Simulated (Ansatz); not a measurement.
Species: [Al(CH3)3(CO)] (charge 0, multiplicity 1).

Give a relaxed geometry from PBE0-D3(BJ)/def2-SVP in Ansatz (an electronic-structure program).

the end point of this relaxation.
Cartesian coordinates (Å) in one orientation:
```xyz
15

Al     0.011     0.193     0.314
C     -1.769     1.036     0.122
H     -1.858     1.676    -0.772
H     -1.945     1.692     0.994
H     -2.599     0.311     0.105
C      1.617     1.265    -0.118
H      1.491     1.908    -1.005
H      2.525     0.657    -0.265
H      1.830     1.941     0.730
C      0.201    -1.343     1.545
H      1.128    -1.920     1.389
H     -0.648    -2.046     1.504
H      0.241    -0.963     2.582
O     -0.074    -1.565    -2.520
C     -0.044    -0.973    -1.564
```
